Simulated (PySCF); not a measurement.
## input.py for SbSe⁻

The script input.py:

```python
from pyscf import gto, scf

mol = gto.M(
    atom='Sb 0 0 0; Se 0 0 2.58',
    basis='x2c-svpall',
    charge=-1,
    spin=2,
    verbose=4,
)
mf = scf.UHF(mol)
mf = mf.sfx2c1e()
mf.kernel()
mf.analyze()
print('orbital energies (hartree):', [e[max(0, n-3):n+3].round(4) for e, n in zip(mf.mo_energy, mol.nelec)])
```

```bash
$ OMP_NUM_THREADS=1 python input.py
```

It prints (some set-up lines and the per-cycle HOMO/LUMO lines with their warnings removed):

```
PySCF version 2.14.0

[INPUT] Symbol           X                Y                Z      unit          X                Y                Z       unit  Magmom
[INPUT]  1 Sb     0.000000000000   0.000000000000   0.000000000000 AA    0.000000000000   0.000000000000   0.000000000000 Bohr   0.0
[INPUT]  2 Se     0.000000000000   0.000000000000   2.580000000000 AA    0.000000000000   0.000000000000   4.875493401378 Bohr   0.0

nuclear repulsion = 355.656311525302
number of shells = 6
number of NR pGTOs = 179
number of NR cGTOs = 68
basis = x2c-svpall
ecp = {}

******** <class 'pyscf.x2c.sfx2c1e.sfX2C1eUHF'> ********
method = sfX2C1eUHF
initial guess = minao
damping factor = 0
level_shift factor = 0
DIIS = <class 'pyscf.scf.diis.CDIIS'>
SCF conv_tol = 1e-09
SCF max_cycles = 50
number electrons alpha = 44  beta = 42

******** <class 'pyscf.x2c.sfx2c1e.SpinFreeX2CHelper'> ********
approx = 1e
xuncontract = 1
init E= -8904.66833178344

cycle= 1 E= -8905.07394405143  delta_E= -0.406  |g|= 0.206  |ddm|= 1.42
cycle= 2 E= -8905.09815866548  delta_E= -0.0242  |g|= 0.158  |ddm|= 0.605
cycle= 3 E= -8905.11412849416  delta_E= -0.016  |g|= 0.0282  |ddm|= 0.24
cycle= 4 E= -8905.11532547132  delta_E= -0.0012  |g|= 0.0131  |ddm|= 0.0646
cycle= 5 E= -8905.11591209712  delta_E= -0.000587  |g|= 0.00674  |ddm|= 0.0561
cycle= 6 E= -8905.11620108381  delta_E= -0.000289  |g|= 0.00403  |ddm|= 0.0444
cycle= 7 E= -8905.11632502277  delta_E= -0.000124  |g|= 0.00203  |ddm|= 0.0363
cycle= 8 E= -8905.11635374579  delta_E= -2.87e-05  |g|= 0.00113  |ddm|= 0.0185
cycle= 9 E= -8905.11636202365  delta_E= -8.28e-06  |g|= 0.000776  |ddm|= 0.009
cycle= 10 E= -8905.11636672559  delta_E= -4.7e-06  |g|= 0.000463  |ddm|= 0.00736
cycle= 11 E= -8905.11636885132  delta_E= -2.13e-06  |g|= 0.000142  |ddm|= 0.00759
cycle= 12 E= -8905.11636896379  delta_E= -1.12e-07  |g|= 3.38e-05  |ddm|= 0.00168
cycle= 13 E= -8905.11636896622  delta_E= -2.43e-09  |g|= 2.26e-05  |ddm|= 0.00027
cycle= 14 E= -8905.11636896698  delta_E= -7.64e-10  |g|= 5.09e-06  |ddm|= 0.000102
Extra cycle  E= -8905.11636896703  delta_E= -4.37e-11  |g|= 2.59e-06  |ddm|= 1.15e-05
converged SCF energy = -8905.11636896703  <S^2> = 2.0248778  2S+1 = 3.0165396
**** SCF Summaries ****
Total Energy =                       -8905.116368967026574
Nuclear Repulsion Energy =             355.656311525302385
One-electron Energy =               -13010.702689515277598
Two-electron Energy =                 3749.930009022947161
Two-electron Coulomb Energy =         4006.483154790064873
DFT Exchange-Correlation Energy =     -256.553145767117712
**** MO energy ****
                             alpha | beta                alpha | beta
[33 lines left out]
MO #34  energy= -1.40687840518266  | -1.39660969139355  occ= 1 | 1
MO #35  energy= -1.40420751140357  | -1.39660969136178  occ= 1 | 1
MO #36  energy= -1.40373818537869  | -1.39468033555765  occ= 1 | 1
MO #37  energy= -1.40373818534727  | -1.39468033553619  occ= 1 | 1
MO #38  energy= -0.634248284962169 | -0.612023222785161 occ= 1 | 1
MO #39  energy= -0.480691048547712 | -0.355893433087414 occ= 1 | 1
MO #40  energy= -0.161016776394868 | -0.132051843865484 occ= 1 | 1
MO #41  energy= -0.161016776388596 | -0.0897550149304275 occ= 1 | 1
MO #42  energy= -0.147058372672812 | -0.0897550149147529 occ= 1 | 1
MO #43  energy= -0.0749334749603251 | 0.231060706678887  occ= 1 | 0
MO #44  energy= -0.0749334749523655 | 0.231060706680964  occ= 1 | 0
MO #45  energy= 0.29063356259084   | 0.315995844561469  occ= 0 | 0
MO #46  energy= 0.457624445338871  | 0.489156930623457  occ= 0 | 0
MO #47  energy= 0.620978833280618  | 0.683188000792906  occ= 0 | 0
[21 lines left out]

To work with the spin densities directly, `use mulliken_meta_spin()` only printing them here.

 ** Mulliken spin pop alpha/beta on meta-lowdin orthogonal AOs **
 ** Mulliken Spin Density (per AO)  **
 ** Mulliken Spin Density (per atom)  **
spin density of  0 Sb =      1.86070
spin density of  1 Se =      0.13930
 ** Mulliken pop alpha/beta on meta-lowdin orthogonal AOs **
 ** Mulliken pop       alpha | beta **
pop of  0 Sb 1s        1.00000 | 1.00000
pop of  0 Sb 2s        1.00000 | 1.00000
pop of  0 Sb 3s        1.00000 | 1.00000
pop of  0 Sb 4s        1.00000 | 1.00000
pop of  0 Sb 5s        0.95472 | 0.92896
pop of  0 Sb 6s        0.00362 | 0.00198
pop of  0 Sb 2px       1.00000 | 1.00000
pop of  0 Sb 2py       1.00000 | 1.00000
pop of  0 Sb 2pz       1.00000 | 1.00000
pop of  0 Sb 3px       1.00000 | 1.00000
pop of  0 Sb 3py       1.00000 | 1.00000
pop of  0 Sb 3pz       1.00000 | 1.00000
[56 lines left out]
In total            44.00000 | 42.00000
 ** Mulliken atomic charges   ( Nelec_alpha | Nelec_beta ) **
charge of  0Sb =     -0.19070  (    26.52570     24.66500 )
charge of  1Se =     -0.80930  (    17.47430     17.33500 )
Dipole moment(X, Y, Z, Debye): -0.00000,  0.00000, -8.50341
orbital energies (hartree): [array([-0.1471, -0.0749, -0.0749,  0.2906,  0.4576,  0.621 ]), array([-0.1321, -0.0898, -0.0898,  0.2311,  0.2311,  0.316 ])]
```

In short: E(SCF) = -8905.116369 Eh, 14 cycles, ⟨S²⟩ = 2.025.

It ran on Arm Neoverse V1 (1 thread, shared host) in 2.5 s.

The basis has no diffuse functions, which an anion needs. The bond length is a typed value, not an optimised one. The dipole of an ion depends on the origin. No search for the lowest solution was made.
